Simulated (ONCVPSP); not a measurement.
## Configuration tests for phosphorus (ONCV)

| Item | Value |
| --- | --- |
| Element | P |
| Generator | ONCVPSP 4.0.1 |
| Type | optimised norm-conserving Vanderbilt (ONCV) |
| Functional | PBE |
| Relativity | scalar-relativistic |
| Frozen core | [Ne] |
| Valence charge | 5 |
| Reference configuration | 3s1.75 3p3.25 |
| Partial waves | 3s: rc 1.70 bohr, ncon 5, nbas 9, qcut 3.6 1/bohr, 2 projectors, debl 3.4 Ha; 3p: rc 1.30 bohr, ncon 4, nbas 7, qcut 6.3 1/bohr, 3 projectors, debl 0.9 Ha |
| Local potential | polynomial inside 0.85 bohr (lpopt 2, dvloc0 0 Ha) |
| Core correction | polynomial model core, fcfact 0.4 |

Energies are relative to the spin-unpolarised reference configuration 3s1.75 3p3.25; without spin polarisation the order of configurations can differ from experiment.

```csv
valence configuration,charge,ΔE all-electron (eV),error AE − PS (meV)
3s2 3p2,+1,7.609,+0.7
3s2 3p1,+2,26.756,+9.1
3s2 3p2.5,+0.5,1.655,0.0
```

Task: What are ΔE and the potential's error for 3s2 3p3?

Result: ΔE = -2.120 eV all-electron; the error (AE − PS) is 0.0 meV.

Levels in the configuration 3s2 3p3:

| level | all-electron (eV) | pseudo (eV) |
| --- | --- | --- |
| 3s | -13.969 | -13.969 |
| 3p | -5.507 | -5.507 |

Note: ghosts flagged at negative energy: p at -133.5 eV; GHOST(+) flagged for s at 166.7 eV, p at 198.5 eV. A true bound ghost makes a file unfit for plane-wave use.
